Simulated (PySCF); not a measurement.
## Polarisability and C₆ of Mo+ (molybdenum, charge +1)

[Kr] 4d5, high-spin 6S determinant. Computed with PySCF 2.14 in aug-cc-pwCVDZ-PP with ECP28MDF (6s6p5d3f, 70 functions), with scalar relativity through the core potential. Coupled (time-dependent) response in atomic units; α is the mean over directions. A double-zeta set is small for polarisabilities.

| method | mean α (bohr³) | C₆ (like pair) | S(−4) |
| --- | --- | --- | --- |
| UHF | 17.56 | 111.8 | 170.6 |
| PBE | 21.50 | 139.0 | 315.5 |
| PBE0 | 19.93 | 128.4 | 248.5 |
| PBEsol | 21.72 | 141.6 | 314.2 |

S(−4) is the Cauchy moment in α(ω) = α(0) + S(−4) ω² + …

α(iu) at UHF:

```csv
u (hartree),α(iu) (bohr³)
0,17.56
0.0500,17.15
0.100,16.10
0.200,13.45
0.300,11.23
0.500,8.270
0.750,6.012
1.00,4.554
1.50,2.852
2.00,1.938
3.00,1.044
5.00,0.4319
```

A single London oscillator, α(iu) = α/(1 + u²/ω²), gives C₆ = (3/4) ω α². Matching the computed C₆ needs ω = 4 × 111.8 / (3 × 17.56²) = 0.483 hartree.

For an ion, C₆ is the dispersion term alone; charge-induced terms of lower order in 1/R come first.

Energies and moments cover only the electrons outside the core potential.
